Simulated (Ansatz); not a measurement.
Calculated with Ansatz (gas phase, PBE0-D4/def2-TZVP geometries, no zero-point term in ΔE). CCSD(T)/CBS is the MP2 limit (def2-TZVPP, def2-QZVPP) plus CCSD(T) − MP2 in def2-TZVPP, frozen cores. DFT in def2-TZVPP. For Br outer-core shells are correlated without core-valence functions, which leaves a few kJ/mol of doubt a bond. Scalar relativity is left out up to krypton. Each species was taken in one conformer, which may not be the lowest.

`C[Si@H]1C[C@H]1F` + `COB(S)Br` → `F[C@H]1C[Si@@H]1Br` + `COB(C)S`  (redistribution)

`C[Si@H]1C[C@H]1F`:

Z-matrix (Å, degrees):
```
C
Si 1 1.858
H 1 1.092 2 109.4
H 1 1.092 2 110.9 3 -119.3
H 1 1.092 2 111.3 3 120.0
C 2 1.857 1 118.3 3 -33.2
C 2 1.860 1 119.7 3 22.9
H 2 1.481 1 116.3 3 174.5
H 6 1.085 2 125.3 1 -146.5
H 6 1.088 2 114.2 1 0.2
F 7 1.378 2 121.8 1 2.8
H 7 1.088 2 120.9 1 150.8
```

`COB(S)Br`:

```xyz
9

C     0.035    0.173    1.457
O    -0.877    0.118    0.373
B    -0.472   -0.068   -0.889
S     1.280   -0.266   -1.306
Br   -1.839   -0.116   -2.248
H     0.591   -0.764    1.543
H    -0.547    0.332    2.364
H     0.738    1.000    1.329
H     1.090   -0.410   -2.624
```

`F[C@H]1C[Si@@H]1Br`:

```xyz
9

F     0.888   -1.404    1.312
C     0.092   -0.373    0.890
C     0.744    0.642   -0.061
Si   -0.675   -0.282   -0.792
Br   -2.657    0.647   -1.036
H    -0.444    0.072    1.726
H     1.703    0.310   -0.457
H     0.749    1.684    0.241
H    -0.399   -1.296   -1.823
```

`COB(C)S`:

Z-matrix (Å, degrees):
```
C
O 1 1.412
H 1 1.094 2 111.0
H 1 1.090 2 107.8 3 119.4
H 1 1.094 2 111.0 3 -121.2
B 2 1.353 1 122.7 3 60.1
S 6 1.831 2 118.6 1 -0.0
C 6 1.566 2 119.0 1 179.9
H 7 1.341 6 95.7 2 180.0
H 8 1.094 6 111.1 2 -120.1
H 8 1.094 6 111.2 2 121.4
H 8 1.092 6 111.3 2 0.6
```

| species | PBE0-D4 energy (Eh) |
| --- | --- |
| `C[Si@H]1C[C@H]1F` | -507.56939 |
| `COB(S)Br` | -3112.51935 |
| `F[C@H]1C[Si@@H]1Br` | -3041.58799 |
| `COB(C)S` | -578.50917 |

Work out ΔE.

ΔE = (-3041.58799) + (-578.50917) − (-507.56939) − (-3112.51935) = -0.00842 Eh = -22.1 kJ/mol. CCSD(T)/CBS gives -21.4 kJ/mol.

Largest T1 diagnostic among the species: 0.012.

In def2-TZVPP, CCSD(T) changes the Hartree–Fock value by +9.0 kJ/mol (the triples alone add +1.5 kJ/mol) and MP2 by +10.9 kJ/mol.
